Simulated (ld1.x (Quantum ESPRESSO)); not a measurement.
phosphorus, ultrasoft: configuration errors across variants

P, ultrasoft, made with ld1.x (Quantum ESPRESSO) 7.5 (PBEsol, non-relativistic). Core [Ne], reference 3s1.5 3p3.5. Waves: 3s (bound): rcut 1.50, rcutus 1.60 bohr; 3s channel at -0.25 Ry: rcut 1.50, rcutus 1.60 bohr; 3p (bound): rcut 1.45, rcutus 2.00 bohr; 3p channel at 3.5 Ry: rcut 1.45, rcutus 2.00 bohr. Local part: all-electron potential smoothed inside 1.60 bohr (lloc = -1). Core correction: none. Augmentation charge: built from norm-conserving waves at rcut, not smoothed further.

All-electron excitation energies from the reference (eV): (1) 3s2 3p3 -4.194; (2) 3s2 3p2 5.516; (3) 3s2 3p1 24.640; (4) 3s1 3p4 4.228; (5) 3s2 3p3.3 -5.496; (6) 3s0 3p5 12.780; (7) 3s2 3p0 54.356.

2 further variants failed, have other tests or another functional or relativity, and are left out.

Errors AE − PS in meV (a dash: test not solved or not reliable):

```tsv
change	(1)	(2)	(3)	(4)	(5)	(6)	(7)	bound ghosts
base	+0.4	+0.7	+9.2	+0.4	+0.6	+2.4	+48	none
waves 3p (bound): rcut 1.45, rcutus 2.10 bohr; 3p channel at 3.5 Ry: rcut 1.45, rcutus 2.10 bohr	+0.4	+1.6	+11	+0.4	+0.6	+2.4	+48	none
waves 3s (bound): rcut 1.50, rcutus 1.94 bohr; 3s channel at -0.25 Ry: rcut 1.50, rcutus 1.94 bohr	+0.5	+1.4	+12	+0.4	+0.6	+2.4	+57	none
local potential all-electron potential smoothed inside 1.80 bohr (lloc = -2)	+0.4	+0.7	+9.2	+0.4	+0.6	+2.4	+47	none
core correction a·sin(br)/r model core inside 1.20 bohr	-0.3	+1.3	+9.5	-0.3	-0.2	-2.4	+31	none
type TM; waves now 3s (bound): rc 1.60 bohr; 3p (bound): rc 2.00 bohr; local potential all-electron potential smoothed inside 1.50 bohr (lloc = -2)	+0.5	+2.3	+21	+0.4	+0.9	+2.2	+83	none
```

(1) Give the same row for: local potential all-electron potential smoothed inside 0.82 bohr (lloc = -1).

## Answers

(1) –, –, –, –, –, –, –; bound ghosts: none.
